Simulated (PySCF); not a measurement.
Ti(F)3(OH) (F3HOTi), SMILES [OH][Ti]([F])([F])[F], multiplicity 1.

Coordinates come from a PBE0-D3(BJ)/def2-SVP optimisation. A frequency run showed that this geometry is not a minimum. The spin state was assumed, not searched. The structure was generated by enumeration; whether it is a known compound was not checked. Other conformers were not sampled.

Method: PBE/def2-TZVP (PySCF).

The molecule is in vacuum.

The total energy is -1224.71546 hartree, the point group is C3v and the highest occupied level comes out as -8.83 eV. The lowest empty level comes out as -3.15 eV, the orbital gap is 5.68 eV and the dipole moment comes out as 2.79 D. The quadrupole, principal values (traceless, Buckingham form, about the centre of nuclear charge) comes out as -5.31, -5.31, 10.61 D·Å, the mean static polarisability is 35.9 bohr³ (5.31 Å³) and the polarisability, principal values is 33.3, 33.3, 40.9 bohr³.
